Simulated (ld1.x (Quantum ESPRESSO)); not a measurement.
## nitrogen (N), TM: configuration errors across variants

* Element: nitrogen (N)
* Generator: ld1.x (Quantum ESPRESSO) 7.5
* Type: norm-conserving Troullier–Martins (Kleinman–Bylander form)
* Functional: PBE
* Relativity: non-relativistic
* Frozen core: [He]
* Valence charge: 5
* Reference configuration: 2s2 2p3
* Partial waves: 2s (bound): rc 0.65 bohr; 2p (bound): rc 1.20 bohr
* Local potential: the p channel
* Core correction: none

All-electron excitation energies from the reference (eV): (1) 2s2 2p2 13.597; (2) 2s2 2p1 42.456; (3) 2s2 2p0 89.541; (4) 2s1 2p0 167.310; (5) 2s2 2p2.5 5.096; (6) 2s0 2p5 22.981; (7) 2s2 2p3.3 -1.620.

Errors AE − PS in meV (a dash: test not solved or not reliable):

```csv
change,(1),(2),(3),(4),(5),(6),(7),bound ghosts
base,+7.8,+88,+481,+790,+1.0,+112,+0.1,none
"all radii scaled by about 0.77 (s 0.50, p 0.92 bohr)",+14,+135,+676,+762,+2.2,+461,+0.3,not determined
"all radii scaled by about 0.85 (s 0.56, p 1.02 bohr)",+13,+125,+648,+807,+1.9,+315,+0.3,none
"all radii scaled by about 0.95 (s 0.62, p 1.14 bohr)",+7.0,+83,+516,+787,+0.9,+167,+0.1,none
"all radii scaled by about 1.05 (s 0.68, p 1.26 bohr)",+7.2,+91,+496,+832,+0.8,+86,0.0,none
"all radii scaled by about 1.11 (s 0.72, p 1.34 bohr)",+4.8,+88,+521,+916,+0.2,+40,-0.1,none
"all radii scaled by about 1.22 (s 0.80, p 1.46 bohr)",+3.5,+92,+574,+1048,-0.3,+24,-0.3,none
"all radii scaled by about 1.30 (s 0.84, p 1.56 bohr)",+3.7,+115,+696,+1260,-0.6,+18,-0.5,none
```

**Question.** Give the same row for: all radii scaled by about 1.41 (s 0.92, p 1.68 bohr).

**Answer.** +5.1, +152, +883, +1562, -0.8, +12, -0.7; bound ghosts: none.
